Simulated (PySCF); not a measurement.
H3ClO2SeSi, singlet, at a GFN2-xTB geometry.

PySCF was given this input:
```python
from pyscf import gto, scf, mcscf, mrpt
import numpy

mol = gto.Mole()
mol.atom = '''
    O    -1.58170229   -1.14062528   -0.64070472
    Si   -0.72202856    0.04326500    0.03152289
    O    -1.35706208    1.45044399   -0.45168701
    Cl   -0.85520112   -0.25987859    2.00430849
    Se    1.44450479    0.03850995   -0.70613706
    H    -1.81665783   -1.11773974   -1.56559795
    H    -0.98733473    2.28909483   -0.18764048
    H     1.84776316   -1.14701676   -0.01353254
'''
mol.basis = 'sto-3g'
mol.verbose = 4
mol.build()

mf = scf.RHF(mol)
mf.kernel()
mc = mcscf.CASCI(mf, 5, 6)
mc.fix_spin_(ss=0.0)
mc.kernel()
occ = numpy.linalg.eigvalsh(mc.fcisolver.make_rdm1(mc.ci, mc.ncas, mc.nelecas))[::-1]
ss = mc.fcisolver.spin_square(mc.ci, mc.ncas, mc.nelecas)[0]
print('natural occupations', occ.round(4), ' <S^2>', round(ss, 4))
e2 = mrpt.NEVPT(mc).kernel()
print('E(NEVPT2) = %.10f' % (mc.e_tot + e2))
```

### Question
What does this run give for the SCF-reference Mulliken (on the basis functions themselves) charges in atom order, SCF-reference dipole moment, natural occupations of the active orbitals, SCF-reference HOMO energy?

### Answer

The SCF-reference Mulliken (on the basis functions themselves) charges in atom order comes out as O1 -0.51, Si2 1.17, O3 -0.51, Cl4 -0.38, Se5 -0.19, H6 0.21, H7 0.21, H8 -0.01, the SCF-reference dipole moment is 1.68 D and the natural occupations of the active orbitals comes out as 2.00, 2.00, 1.99, 0.01, 0.00. The SCF-reference HOMO energy is -7.77 eV.
